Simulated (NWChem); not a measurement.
System: CH₆OSi; SMILES CO[SiH3]

NWChem input:

```
start job
memory heap 200 mb stack 900 mb global 1100 mb
geometry units angstroms noautosym nocenter noautoz
  Si     0.025673     1.036899     0.000332
  O     -0.604153    -0.499813    -0.000107
  C      0.219541    -1.655277     0.000469
  H     -1.130405     1.963661     0.000204
  H      0.870525     1.283339     1.206030
  H      0.871166     1.283962    -1.204791
  H      0.860856    -1.695948     0.892558
  H     -0.431125    -2.534808     0.002065
  H      0.859182    -1.697884    -0.892724
end
basis spherical
  * library 6-31g*
end
dft
  xc b3lyp
  iterations 150
end
cosmo
  do_cosmo_smd true
  solvent hexane
end
task dft energy
```

Parts of the log:

```
             Northwest Computational Chemistry Package (NWChem) 7.3.0
             --------------------------------------------------------

                             Geometry "geometry" -> ""
                             -------------------------

 Output coordinates in angstroms (scale by  1.889725989 to convert to a.u.)

  No.       Tag          Charge          X              Y              Z
 ---- ---------------- ---------- -------------- -------------- --------------
    1 Si                  14.0000     0.02567300     1.03689900     0.00033200
    2 O                    8.0000    -0.60415300    -0.49981300    -0.00010700
    3 C                    6.0000     0.21954100    -1.65527700     0.00046900
    4 H                    1.0000    -1.13040500     1.96366100     0.00020400
    5 H                    1.0000     0.87052500     1.28333900     1.20603000
    6 H                    1.0000     0.87116600     1.28396200    -1.20479100
    7 H                    1.0000     0.86085600    -1.69594800     0.89255800
    8 H                    1.0000    -0.43112500    -2.53480800     0.00206500
    9 H                    1.0000     0.85918200    -1.69788400    -0.89272400

 Effective nuclear repulsion energy (a.u.)     117.2974578969

                                 NWChem DFT Module
                                 -----------------

 Summary of "ao basis" -> "ao basis" (spherical)
 ------------------------------------------------------------------------------
       Tag                 Description            Shells   Functions and Types
 ---------------- ------------------------------  ------  ---------------------
 Si                          6-31g*                  8       18   4s3p1d
 O                           6-31g*                  6       14   3s2p1d
 C                           6-31g*                  6       14   3s2p1d
 H                           6-31g*                  2        2   2s

 in cosmo_initialize ...
 calling solv_data for solv:hexane

 solvent parameters
 solvname_short: hexane
 solvname_long:  n-hexane
 dielec:        1.8819
 dielecinf:     1.8903
 nonaqueous SMD model solvent descriptors
 dielec:        1.8819
 sola:          0.0000
 solb:          0.0000
 solc:          0.0000
 solg:         25.7500
 solh:          0.0000
 soln:          1.3749

          ---------------
          -cosmo- solvent
          ---------------
 Cosmo: York-Karplus, doi: 10.1021/jp992097l
 dielectric constant -eps-     =   1.88
 screen = (eps-1)/(eps    )    =   0.46862
 surface charge correction     = lagrangian

   van der Waals surface
 --------------------------

 ---------- ATOMIC COORDINATES (A.U.) ------------ VDWR(ANG.) --
     1    0.04851494    1.95945499    0.00062739     2.470
     2   -1.14168363   -0.94450962   -0.00020220     2.294
     3    0.41487233   -3.12801997    0.00088628     1.850
     4   -2.13615571    3.71078122    0.00038550     1.200
     5    1.64505372    2.42515906    2.27906623     1.200
     6    1.64626503    2.42633636   -2.27672486     1.200
     7    1.62678196   -3.20487701    1.68669005     1.200
     8   -0.81470812   -4.79009255    0.00390228     1.200
     9    1.62361855   -3.20853552   -1.68700374     1.200
 number of segments per atom =        128
 number of   points per atom =        128
 atom (   nspa,  nppa )
 ----------------------
    1 (     90,     0 )       0
    2 (     58,     0 )       0
    3 (     38,     0 )       0
    4 (     32,     0 )       0
    5 (     34,     0 )       0
    6 (     34,     0 )       0
    7 (     50,     0 )       0
    8 (     45,     0 )       0
    9 (     50,     0 )       0
 number of -cosmo- surface points =      431
 molecular surface =    112.362 angstrom**2
 molecular volume  =     96.631 angstrom**3
 -lineq- algorithm             =   0
 -bem- low  level              =   3
 -bem- from -octahedral-
 gaussian surface charge width =   4.50000
 degree of switching           =   1.00000
 switching function tolerance  =   0.00010
 atomic radii =
 --------------
    1 14.000  2.470
    2  8.000  2.294
    3  6.000  1.850
    4  1.000  1.200
    5  1.000  1.200
    6  1.000  1.200
    7  1.000  1.200
    8  1.000  1.200
    9  1.000  1.200
 ...... end of -cosmo- initialization ......

[...]

                                COSMO-SMD solvation results
                                ---------------------------

             internal energy in gas <Psi(g)|H|Psi(g)> =      -406.444022243527
         internal energy in solvent <Psi(s)|H|Psi(s)> =      -406.443964239153
                               delta internal energy  =         0.000058004374 (    0.04 kcal/mol)
   total free energy in solvent <Psi(s)|H+V/2|Psi(s)> =      -406.445214505236
 polarization energy contribution <Psi(s)|V/2|Psi(s)> =        -0.001250266082 (   -0.78 kcal/mol)
    total free energy in solvent including G(SMD-CDS) =      -406.445902495410
                       G(SMD-CDS) energy contribution =        -0.000687990175 (   -0.43 kcal/mol)
     1 M fixed-concentration free energy of solvation =        -0.001880251883 (   -1.18 kcal/mol)

                       DFT Final Molecular Orbital Analysis
                       ------------------------------------

 Vector   15  Occ=2.000000D+00  E=-3.508048D-01
              MO Center= -4.1D-01,  8.8D-01,  1.9D-03, r^2= 3.6D+00
   Bfn.  Coefficient  Atom+Function         Bfn.  Coefficient  Atom+Function
  ----- ------------  ---------------      ----- ------------  ---------------
     7      0.308055  1 Si px                48     -0.288349  4 H  s
    47     -0.268294  4 H  s                  8     -0.221018  1 Si py
    36     -0.144011  3 C  py                22      0.136128  2 O  py
    55      0.129367  8 H  s                  3     -0.126784  1 Si px
    35     -0.119956  3 C  px                56      0.120378  8 H  s

 Vector   16  Occ=2.000000D+00  E=-3.077621D-01
              MO Center= -3.1D-01, -4.2D-01,  7.3D-04, r^2= 2.7D+00
   Bfn.  Coefficient  Atom+Function         Bfn.  Coefficient  Atom+Function
  ----- ------------  ---------------      ----- ------------  ---------------
    21      0.464052  2 O  px                25      0.339020  2 O  px
    35     -0.209744  3 C  px                 7     -0.174173  1 Si px
    24     -0.168623  2 O  s                 56      0.161561  8 H  s
    48      0.160577  4 H  s                 55      0.148008  8 H  s
    22      0.142304  2 O  py                 8     -0.118181  1 Si py

 Vector   17  Occ=2.000000D+00  E=-2.807743D-01
              MO Center= -8.9D-02, -3.6D-01, -4.2D-04, r^2= 2.4D+00
   Bfn.  Coefficient  Atom+Function         Bfn.  Coefficient  Atom+Function
  ----- ------------  ---------------      ----- ------------  ---------------
    23      0.532235  2 O  pz                27      0.412695  2 O  pz
    50     -0.218224  5 H  s                 52      0.218415  6 H  s
    54     -0.173106  7 H  s                 58      0.173466  9 H  s
    37     -0.164118  3 C  pz                53     -0.130043  7 H  s
    57      0.130383  9 H  s                 49     -0.121718  5 H  s

 Vector   18  Occ=0.000000D+00  E= 1.929521D-02
              MO Center=  9.9D-02,  9.9D-01,  3.1D-04, r^2= 4.3D+00
   Bfn.  Coefficient  Atom+Function         Bfn.  Coefficient  Atom+Function
  ----- ------------  ---------------      ----- ------------  ---------------
    12      1.055133  1 Si py                24      0.656229  2 O  s
    38      0.379656  3 C  s                  8      0.288848  1 Si py
    48     -0.277166  4 H  s                 11      0.253356  1 Si px
    26      0.151644  2 O  py                50     -0.149464  5 H  s
    52     -0.149341  6 H  s                 39      0.144025  3 C  px

 Vector   19  Occ=0.000000D+00  E= 7.972558D-02
              MO Center=  2.8D-01,  3.8D-01,  8.9D-06, r^2= 5.1D+00
   Bfn.  Coefficient  Atom+Function         Bfn.  Coefficient  Atom+Function
  ----- ------------  ---------------      ----- ------------  ---------------
    11      1.262830  1 Si px                48      1.013616  4 H  s
    38     -0.872476  3 C  s                 50     -0.522802  5 H  s
    52     -0.520762  6 H  s                 56      0.501510  8 H  s
    12     -0.319144  1 Si py                 7      0.287869  1 Si px
    24      0.270713  2 O  s                 54      0.258988  7 H  s

 Vector   20  Occ=0.000000D+00  E= 8.731405D-02
              MO Center= -3.2D-01,  9.3D-01,  5.0D-04, r^2= 4.4D+00
   Bfn.  Coefficient  Atom+Function         Bfn.  Coefficient  Atom+Function
  ----- ------------  ---------------      ----- ------------  ---------------
    13      1.404304  1 Si pz                50     -0.925628  5 H  s
    52      0.926645  6 H  s                  9      0.293383  1 Si pz
    41     -0.239551  3 C  pz                27     -0.216666  2 O  pz
    58     -0.203492  9 H  s                 54      0.201292  7 H  s
    23     -0.173328  2 O  pz                17      0.138980  1 Si d  1

     Multipole analysis of the density
     ---------------------------------

     L   x y z        total         alpha         beta         nuclear
     -   - - -        -----         -----         ----         -------
     0   0 0 0     -0.000000    -17.000000    -17.000000     34.000000

     1   1 0 0      0.464057      1.419114      1.419114     -2.374170
     1   0 1 0     -0.261148      0.635954      0.635954     -1.533055
     1   0 0 1      0.000354     -0.009223     -0.009223      0.018799

     2   2 0 0    -21.337951    -24.378503    -24.378503     27.419056
     2   1 1 0     -0.771335      1.760477      1.760477     -4.292288
     2   1 0 1     -0.000235     -0.003316     -0.003316      0.006397
     2   0 2 0    -18.163077   -103.404369   -103.404369    188.645660
     2   0 1 1     -0.000754      0.002114      0.002114     -0.004982
     2   0 0 2    -20.747876    -18.408213    -18.408213     16.068550
```

Level: B3LYP/6-31G* (spherical d), SMD on the gas-phase geometry. Coordinates come from a B3LYP/6-31G* (spherical d) optimisation. Solvent: n-hexane.
